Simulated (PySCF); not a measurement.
GeF₂ClBr, SMILES [Cl][Ge]([F])([F])[Br]. Atoms are numbered in the order given.

```xyz
5

F      1.2882     0.7993    -1.3645
Ge     0.3077     0.4650     0.0000
F      1.2882     0.7993     1.3645
Cl    -1.3379     1.7871     0.0000
Br    -0.2940    -1.7043     0.0000
```
Charge 0, spin multiplicity 1.

Geometry: PBE0-D3(BJ)/def2-SVP. This is a generated structure with no PubChem entry under its InChIKey; it may be hypothetical.

Two levels are set side by side: PBE/pcSseg-1 (PySCF) and KT2/pcSseg-1 (PySCF). GIAO shifts against CFCl3 (¹⁹F), GeH4 (⁷³Ge), HCl (³⁵Cl) at the same level; non-relativistic, no solvent, atoms listed together averaged. Without spin–orbit terms, shifts of atoms bonded to Cl or Br come out too high at both levels. Differences are taken from unrounded values.

```csv
quantity,PBE
"δ(¹⁹F) of F1, F3 (ppm)",-94.7
δ(⁷³Ge) of Ge2 (ppm),400.4
δ(³⁵Cl) of Cl4 (ppm),198.2
```

Q: These are the PBE values. What does KT2 give? (An estimate is asked for; the answer gives what the named calculation found.)

A: 
```
quantity                   KT2  PBE minus KT2
----------------------  ------  -------------
δ(¹⁹F) of F1, F3 (ppm)  -100.1            5.5
δ(⁷³Ge) of Ge2 (ppm)     389.7           10.7
δ(³⁵Cl) of Cl4 (ppm)     192.0            6.1
```

Rough cost on one machine, each run with all the roots and properties that it gave: KT2 against PBE within a factor of 2.
